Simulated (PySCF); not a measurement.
# Spinor energies of Eu³⁶⁺ (europium, charge +36)

Start: [Ar] 3d9; 3d3/2 filled at m_j = -3/2, -1/2, +1/2, +3/2; 3d5/2 filled at m_j = -3/2, -1/2, +1/2, +3/2, +5/2. Calculated with PySCF 2.14 in an even-tempered Gaussian basis (16 s from 7 bohr⁻², ratio 2.8; 13 p from 9 bohr⁻², ratio 2.8; 8 d from 9 bohr⁻², ratio 2.8; 3 f from 36 bohr⁻², ratio 3): generalised Hartree-Fock with the X2C-1e Hamiltonian and a Gaussian nucleus; one run each with spin-orbit coupling (SO) switched off, then screened by Boettger's factors.

| spinor shell | electrons | ε, spin-free (eV) | ε, screened SO (eV) | weight of nominal j (screened SO) | rms radius, screened SO (bohr) |
| --- | --- | --- | --- | --- | --- |
| 1s1/2 | 2 | -50333.9 | -50325.2 | 1.000 | 0.0254 |
| 2s1/2 | 2 | -9655.1 | -9652.2 | 1.000 | 0.103 |
| 2p1/2 | 2 | -8770.4 | -9230.7 | 1.000 | 0.0879 |
| 2p3/2 | 4 | -8770.4 | -8571.7 | 1.000 | 0.0941 |
| 3s1/2 | 2 | -3254.2 | -3253.4 | 1.000 | 0.260 |
| 3p1/2 | 2 | -2971.2 | -3075.0 | 0.999 | 0.251 |
| 3p3/2 | 4 | -2971.2 | -2925.9 | 1.000 | 0.263 |
| 3d3/2 | 4 | -2614.4 | -2633.6 | 0.992 | 0.232 |
| 3d5/2 | 5 | -2614.4 | -2600.7 | 0.993 | 0.236 |

```tsv
quantity	spin-free	screened SO
E (hartree)	-10034.95738	-10041.80585
M_J	5/2	5/2
⟨J²⟩	8.750	8.750
⟨L²⟩	6.000	6.030
⟨S²⟩	0.750	0.780
```

Each row is a mean over spinors that exchange with the open shell spreads, by up to 22.470 eV (3p3/2).

Breit and QED terms are absent; they matter most for the inner s and p1/2 levels.

Densities and radii are taken from the X2C orbitals without a picture-change correction, which distorts them close to the nucleus.

Without spin-orbit coupling the j labels of p, d and f shells carry no meaning; the spin-free column gives the mean over the occupied spinors of each nl shell.
